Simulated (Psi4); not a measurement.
Br₃In, charge +1, doublet, geometry from GFN2-xTB (such geometries of metal compounds can be far from the true shape) (a state made from the parent by changing its charge; the spin is typed, not shown lowest) (core potentials on In); PBE0/def2-SVP (Psi4).

The Psi4 input:
```
memory 2 GB

molecule {
1 2
In    0.00000000    0.00000000   -0.00000000
Br   -2.04620872   -1.53155503   -0.20004307
Br    0.00668549    2.28790169   -1.15676676
Br    2.03952323   -0.75634665    1.35680983
}

set {
  basis def2-svp
  reference uks
}

energy('pbe0')
print_variables()
```

It wrote (shortened):

```
   => Loading Basis Set <=

    Name: DEF2-SVP
    Role: ORBITAL
    Keyword: BASIS

    !!!  WARNING: ECP capability is in beta. Please check occupations closely.  !!!

         ---------------------------------------------------------
                                   SCF
               by Justin Turney, Rob Parrish, Andy Simmonett
                          and Daniel G. A. Smith
                              UKS Reference
         ---------------------------------------------------------

  ==> Geometry <==

    Molecular point group: c2v
    Full point group: C2v

    Geometry (in Angstrom), charge = 1, multiplicity = 2:

       Center              X                  Y                   Z               Mass
    ------------   -----------------  -----------------  -----------------  -----------------
         IN           0.000000000000    -0.000000000000    -0.000000002003   114.903878776000
         BR          -2.220244612194    -0.000000000000    -1.281858821273    78.918337600000
         BR           0.000000000000     0.000000000000     2.563717645462    78.918337600000
         BR           2.220244612194     0.000000000000    -1.281858821273    78.918337600000

  Running in c2v symmetry.

  Rotational constants: A =      0.02167  B =      0.02167  C =      0.01083 [cm^-1]
  Rotational constants: A =    649.54258  B =    649.54258  C =    324.77129 [MHz]
  Nuclear repulsion =  893.087417759045593

  Charge       = 1
  Multiplicity = 2
  Electrons    = 125
  Nalpha       = 63
  Nbeta        = 62

  ==> Algorithm <==

  SCF Algorithm Type is DF.
  DIIS enabled.
  MOM disabled.
  Fractional occupation disabled.
  Guess Type is SAD.
  Energy threshold   = 1.00e-06
  Density threshold  = 1.00e-06
  Integral threshold = 1.00e-12

  ==> Primary Basis <==

  Basis Set: DEF2-SVP
    Blend: DEF2-SVP
    Number of shells: 46
    Number of basis functions: 122
    Number of Cartesian functions: 133
    Spherical Harmonics?: true
    Max angular momentum: 2

  Core potential: DEF2-SVP
    Number of shells: 4
    Number of ECP primitives: 18
    Number of ECP core electrons: 28
    Max angular momentum: 3

  ==> DFT Potential <==

   => LibXC <=

    Version 7.1.2
    S. Lehtola, C. Steigemann, M. J. T. Oliveira, and M. A. L. Marques,  SoftwareX 7, 1–5 (2018) (10.1016/j.softx.2017.11.002)

   => Composite Functional: PBE0 <=

    PBE0 Hyb-GGA Exchange-Correlation Functional

    C. Adamo and V. Barone,  J. Chem. Phys. 110, 6158 (1999) (10.1063/1.478522)
    M. Ernzerhof and G. E. Scuseria,  J. Chem. Phys. 110, 5029 (1999) (10.1063/1.478401)

    Deriv               =              1
    GGA                 =           TRUE
    Meta                =          FALSE

    Exchange Hybrid     =           TRUE
    MP2 Hybrid          =          FALSE

   => Exchange Functionals <=

    0.7500   Perdew, Burke & Ernzerhof

   => Exact (HF) Exchange <=

    0.2500               HF

   => Correlation Functionals <=

    1.0000   Perdew, Burke & Ernzerhof

   => LibXC Density Thresholds  <==

    XC_HYB_GGA_XC_PBEH:  1.00E-15

   => Molecular Quadrature <=

    Radial Scheme          =       TREUTLER
    Pruning Scheme         =           NONE
    Nuclear Scheme         =       TREUTLER

    Blocking Scheme        =         OCTREE
    BS radius alpha        =              1
    Pruning alpha          =              1
    Radial Points          =             75
    Spherical Points       =            302
    Total Points           =          84976
    Total Blocks           =            779
    Max Points             =            255
    Max Functions          =             92
    Weights Tolerance      =       1.00E-15

   => Loading Basis Set <=

    Name: (DEF2-SVP AUX)
    Role: JKFIT
    Keyword: DF_BASIS_SCF

  ==> Integral Setup <==

  SCF_SUBTYPE=INCORE selected. In-core MEM_DF algorithm will be used.
  Using in-core AOs.

  ==> MemDFJK: Density-Fitted J/K Matrices <==

    J tasked:                   Yes
    K tasked:                   Yes
    wK tasked:                   No
    Algorithm:                 Core
    Schwarz Cutoff:           1E-12
    Mask sparsity (%):      18.8390
    Fitting Condition:        1E-10

   => Auxiliary Basis Set <=

  Basis Set: (DEF2-SVP AUX)
    Blend: DEF2-UNIVERSAL-JKFIT
    Number of shells: 226
    Number of basis functions: 1016
    Number of Cartesian functions: 1422
    Spherical Harmonics?: true
    Max angular momentum: 5

  Minimum eigenvalue in the overlap matrix is 2.6208115585E-02.
  Reciprocal condition number of the overlap matrix is 7.7894727825E-03.
    Using symmetric orthogonalization.

  ==> Pre-Iterations <==

  SCF Guess: Superposition of Atomic Densities via on-the-fly atomic UHF (no occupation information).

   -------------------------
    Irrep   Nso     Nmo
   -------------------------
     A1        49      49
     A2        15      15
     B1        35      35
     B2        23      23
   -------------------------
    Total     122     122
   -------------------------

  ==> Iterations <==

                           Total Energy        Delta E     RMS |[F,P]|

   @DF-UKS iter SAD: -7905.54700671221872   -7.90555e+03   0.00000e+00
   @DF-UKS iter   1: -7909.70101982796314   -4.15401e+00   3.42461e-02 ADIIS/DIIS
   @DF-UKS iter   2: -7909.11851600158025    5.82504e-01   3.40564e-02 ADIIS/DIIS
   @DF-UKS iter   3: -7910.29808128381501   -1.17957e+00   8.67188e-03 ADIIS/DIIS
   @DF-UKS iter   4: -7910.45294561472019   -1.54864e-01   4.95781e-03 ADIIS/DIIS
   @DF-UKS iter   5: -7910.50362281291018   -5.06772e-02   3.05668e-03 ADIIS/DIIS
   @DF-UKS iter   6: -7910.53583034624717   -3.22075e-02   1.51852e-03 ADIIS/DIIS
   @DF-UKS iter   7: -7910.54578542453237   -9.95508e-03   2.54664e-04 ADIIS/DIIS
   @DF-UKS iter   8: -7910.54574236360622    4.30609e-05   2.69191e-04 ADIIS/DIIS
   @DF-UKS iter   9: -7910.54594983832249   -2.07475e-04   1.52662e-04 ADIIS/DIIS
   @DF-UKS iter  10: -7910.54601929684395   -6.94585e-05   8.07906e-05 DIIS
   @DF-UKS iter  11: -7910.54603912481161   -1.98280e-05   4.09542e-05 DIIS
   @DF-UKS iter  12: -7910.54604473083054   -5.60602e-06   1.85493e-05 DIIS
   @DF-UKS iter  13: -7910.54604590494910   -1.17412e-06   1.02108e-05 DIIS
   @DF-UKS iter  14: -7910.54604636748354   -4.62534e-07   1.56840e-06 DIIS
   @DF-UKS iter  15: -7910.54604638009187   -1.26083e-08   1.94334e-07 DIIS
  Energy and wave function converged.

  ==> Post-Iterations <==

   Electrons on quadrature grid:
      Nalpha   =   63.0000182455 ; deviation = 1.825e-05
      Nbeta    =   62.0000178134 ; deviation = 1.781e-05
      Ntotal   =  125.0000360589 ; deviation = 3.606e-05

   @Spin Contamination Metric:   3.903955184E-03
   @S^2 Expected:                7.500000000E-01
   @S^2 Observed:                7.539039552E-01
   @S   Expected:                5.000000000E-01
   @S   Observed:                5.000000000E-01

    Orbital Energies [Eh]
    ---------------------

    Alpha Occupied:

[...]
    Alpha Virtual:

[...]
    Beta Occupied:

[...]
    Beta Virtual:

[...]
    Final Occupation by Irrep:
             A1    A2    B1    B2
    DOCC [    26,    7,   18,   11 ]
    SOCC [     0,    0,    1,    0 ]
    NA   [    26,    7,   19,   11 ]
    NB   [    26,    7,   18,   11 ]

  @DF-UKS Final Energy: -7910.54604638009187

   => Energetics <=

    Nuclear Repulsion Energy =            893.0874177590455929
    One-Electron Energy =              -12838.6631894338461279
    Two-Electron Energy =                4253.5302988955590990
    DFT Exchange-Correlation Energy =    -218.5005736008494353
    Empirical Dispersion Energy =           0.0000000000000000
    VV10 Nonlocal Energy =                  0.0000000000000000
    Total Energy =                      -7910.5460463800918660

  UHF NO Occupations:
  HONO-2 :   26 A1 1.9992616
  HONO-1 :   18 B1 1.9992615
  HONO-0 :   19 B1 1.0000000
  LUNO+0 :   20 B1 0.0007385
  LUNO+1 :   27 A1 0.0007384
  LUNO+2 :   28 A1 0.0001025
  LUNO+3 :   21 B1 0.0001024

Computation Completed

Properties will be evaluated at   0.000000,   0.000000,   0.000000 [a0]

Properties computed using the SCF density matrix

 Multipole Moments:

 ------------------------------------------------------------------------------------
     Multipole            Electronic (a.u.)      Nuclear  (a.u.)        Total (a.u.)
 ------------------------------------------------------------------------------------

 L = 1.  Multiply by 2.5417464519 to convert [e a0] to [Debye]
 Dipole X            :          0.0000000            0.0000000            0.0000000
 Dipole Y            :          0.0000000            0.0000000            0.0000000
 Dipole Z            :          0.0000302            0.0000001            0.0000303
 Magnitude           :                                                    0.0000303

 ------------------------------------------------------------------------------------

  Variable Map:
  ----------------------------------------------------------------------------
[...]
  Array Variable Map:
  ----------------------------------------------------------------------------
[...]
[...]
```
